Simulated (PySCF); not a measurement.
Predicted microwave data (PBE0-D3(BJ)/def2-SVP geometry optimisation, gas phase in PySCF) for one isomer of CH8BNO:

```
Rotational constants : A = 15582, B = 4573, C = 4079 MHz
Dipole components    : |μa| = 3.43 D, |μb| = 4.20 D, |μc| = 0.44 D
Inertial defect      : -19.06 u·Å²
κ                    : -0.91
```

Question: Which candidate fits, each taken in the one conformer that was computed?
A. `[NH3+:1][BH2-:2][CH2:3][OH:4]` with N1–B2–C3–O4 -48°, B2–C3–O4–H -68°
B. `[CH3:1][O:2][BH2-:3][NH3+:4]` with C1–O2–B3–N4 85°

Answer: B. It is CO[BH2-][NH3+], a near-prolate asymmetric top, point group C1. The candidates at the same level (rigid rotor, commonest isotopes):

```json
{"SMILES": "CO[BH2-][NH3+]", "A (MHz)": "15582", "B (MHz)": "4573", "C (MHz)": "4079", "μa (D)": "3.43", "μb (D)": "4.20", "μc (D)": "0.44", "Δ (u·Å²)": "-19.06", "point group": "C1", "rotor": "near-prolate asymmetric top"}
{"SMILES": "[NH3+][BH2-]CO", "A (MHz)": "11823", "B (MHz)": "5509", "C (MHz)": "4359", "μa (D)": "2.26", "μb (D)": "3.12", "μc (D)": "0.38", "Δ (u·Å²)": "-18.56", "point group": "C1", "rotor": "asymmetric top"}
```

`[NH3+][BH2-]CO` has A 24 % too low. No structure here is proved a minimum.
